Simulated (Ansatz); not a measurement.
Reaction (formal exchange of groups at the Si–Si bond): `C=C1C[SiH]1[SiH3]` + `C[SiH2]O` → `C[SiH](O)[SiH3]` + `C=C1C[SiH2]1`

Isolated molecules relaxed with PBE0-D4/def2-TZVP in Ansatz; ΔE leaves out vibrations. CCSD(T)/CBS is the MP2 limit (def2-TZVPP, def2-QZVPP) plus CCSD(T) − MP2 in def2-TZVPP, frozen cores. This one scheme is used for every species. One conformer a species, not always the lowest.

| species | CCSD(T)/CBS(def2) energy (Eh) |
| --- | --- |
| `C=C1C[SiH]1[SiH3]` | -697.04869 |
| `C[SiH2]O` | -405.96945 |
| `C[SiH](O)[SiH3]` | -696.24702 |
| `C=C1C[SiH2]1` | -406.76452 |

(1) Work out ΔE.

Largest T1 diagnostic among the species: 0.013.

Results:

(1) ΔE = (-696.24702) + (-406.76452) − (-697.04869) − (-405.96945) = 0.00660 Eh = +17.3 kJ/mol.

Leaving LDA and LC-ωPBE aside and taking each functional with its dispersion term where it has one, the values, not all of them listed here, spread over 3.5 kJ/mol, from ωB97X-V to PBE-QIDH.
